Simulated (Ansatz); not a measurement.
`N[SiH]([SiH3])CCl` + `N/C=C\F` → `[SiH3][SiH2]CCl` + `N/C=C(\N)F`  (formal exchange of groups at the Si–N bond)

Calculated with Ansatz (gas phase, PBE0-D4/def2-TZVP geometries, no zero-point term in ΔE). CBS: MP2 limit from def2 TZ/QZ plus the TZ coupled-cluster correction, frozen cores. Double bonds are as drawn, so ΔE can hold a change between cis and trans. Functionals use def2-TZVPP. B3LYP here is the variant with VWN-RPA as its local correlation; programs differ in this. Each species was taken in one conformer, which may not be the lowest.

| level | ΔE (kJ/mol) |
| --- | --- |
| PBE0-D4 | 80.6 |
| B3LYP-D4 | 87.8 |
| PBE | 73.8 |
| MP2/def2-TZVPP | 92.5 |
| CCSD(T)/def2-TZVPP | 86.9 |
| HF/def2-QZVPP | 93.5 |
| MP2/def2-QZVPP | 96.5 |
| SCS-MP2/def2-QZVPP | 95.1 |

Task: What does CCSD(T)/CBS give? (An estimate is asked.)

Result: Computed: +92.7 kJ/mol. The listed levels differ from it by -12.1, -4.9, -18.9, -0.2, -5.8, 0.8, 3.8, 2.4 kJ/mol.

Largest T1 diagnostic among the species: 0.012.

From PBE to PBE0 (25 % exact exchange), in def2-TZVPP and without D4, ΔE moves by +4.2 kJ/mol. The D4 term adds +4.5 kJ/mol with B3LYP and +2.6 kJ/mol with PBE0; it sums over pairs of atoms, weighted by their polarisabilities, and B3LYP, whose exchange is more repulsive, gets the larger term.
